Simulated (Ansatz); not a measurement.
# Which method gave which barrier?

Saddle point of AlN2H7O, closed shell (AlN₂H₅O ([NH2][Al]([NH2])[OH]) + H₂ → AlN₂H₅ ([NH2][AlH][NH2]) + H₂O (still joined by a long Al–O bond); bonds formed: Al1–H6, O2–H5; bonds broken: H5–H6; bonds weakened to dative contacts: Al1–O2), PBE0-D4/def2-TZVP structure:

| atom | x (Å) | y (Å) | z (Å) |
| --- | --- | --- | --- |
| Al1 | -0.1292 | -0.0630 | 0.0147 |
| O2 | 0.0599 | 1.7901 | -0.1156 |
| N3 | 1.0299 | -1.0522 | -0.8961 |
| N4 | -0.6227 | -0.5030 | 1.6558 |
| H5 | -0.7767 | 1.3743 | -0.8757 |
| H6 | -1.3481 | 0.4951 | -1.1589 |
| H7 | 0.8422 | 2.1310 | -0.5607 |
| H8 | 1.6701 | -1.7052 | -0.4758 |
| H9 | 1.0228 | -1.1710 | -1.8952 |
| H10 | -0.9912 | 0.1496 | 2.3275 |
| H11 | -0.7568 | -1.4458 | 1.9800 |

Program: Ansatz 0.2.0. Basis: def2-TZVPP, with def2-QZVPP for the basis limit. Cores are frozen in the correlated methods. Extrapolation: Hartree–Fock as exp(−7.88 √X), correlation as X^−2.97. Four methods, as single points on the PBE0-D4 structures, gave these electronic barriers from the start structure: 1.031, 1.138, 1.294, 1.629 eV.

(1) The methods were, in alphabetical order, BHLYP-D4, BLYP-D4, HF, r2SCAN-D4. Which gave which? (Judge from chemistry; the calculation decides.)

No T1 diagnostic of these runs exceeds 0.012.

Results:

(1) Computed: r2SCAN-D4 1.031; BLYP-D4 1.138; BHLYP-D4 1.294; HF 1.629 eV. For comparison, CCSD(T) at an estimated basis limit (MP2 extrapolated from triple and quadruple zeta, plus CCSD(T) − MP2 in triple zeta) gives 1.248 eV.

Labels in which every atom is bracketed show which atoms are joined, not bond orders.

For scale, one of the runs: CCSD(T)/def2-TZVPP, 233 basis functions, launched by `ansatz run in.yaml --threads 4 --pin off --events-out ev --progress --plain --max-ram 9574MiB`. Time: 100 s of wall clock on 4 CPU threads of an Intel Xeon; the host was shared. Peak host memory: 4.2 GiB.
